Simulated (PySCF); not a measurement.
# Spinor energies of Pt⁵¹⁺ (platinum, charge +51)

Start: [Ar] 3d9; 3d3/2 filled at m_j = -3/2, -1/2, +1/2, +3/2; 3d5/2 filled at m_j = -3/2, -1/2, +1/2, +3/2, +5/2. Calculated with PySCF 2.14 in an even-tempered Gaussian basis (15 s from 14 bohr⁻², ratio 2.8; 13 p from 18 bohr⁻², ratio 2.8; 8 d from 18 bohr⁻², ratio 2.8; 3 f from 65 bohr⁻², ratio 3): generalised Hartree-Fock with the X2C-1e Hamiltonian and a Gaussian nucleus; one run each with spin-orbit coupling (SO) switched off, then screened by Boettger's factors.

```csv
spinor shell,electrons,"ε, spin-free (eV)","ε, screened SO (eV)",weight of nominal j (screened SO),"rms radius, screened SO (bohr)"
1s1/2,2,-81747.9,-81719.5,1.000,0.0194
2s1/2,2,-16842.4,-16833.3,1.000,0.0780
2p1/2,2,-14994.9,-16247.8,1.000,0.0661
2p3/2,4,-14994.9,-14499.1,1.000,0.0738
3s1/2,2,-6006.9,-6004.3,1.000,0.195
3p1/2,2,-5453.7,-5752.7,1.000,0.186
3p3/2,4,-5453.7,-5333.1,1.000,0.202
3d3/2,4,-4888.4,-4941.9,0.998,0.174
3d5/2,5,-4888.4,-4850.9,0.998,0.178
```

```tsv
quantity	spin-free	screened SO
E (hartree)	-16361.66049	-16388.97573
M_J	5/2	5/2
⟨J²⟩	8.750	8.750
⟨L²⟩	6.000	6.077
⟨S²⟩	0.750	0.827
```

Each row is a mean over spinors that exchange with the open shell spreads, by up to 28.688 eV (3p3/2).

Breit and QED terms are absent; they matter most for the inner s and p1/2 levels.

Densities and radii are taken from the X2C orbitals without a picture-change correction, which distorts them close to the nucleus.

Without spin-orbit coupling the j labels of p, d and f shells carry no meaning; the spin-free column gives the mean over the occupied spinors of each nl shell.
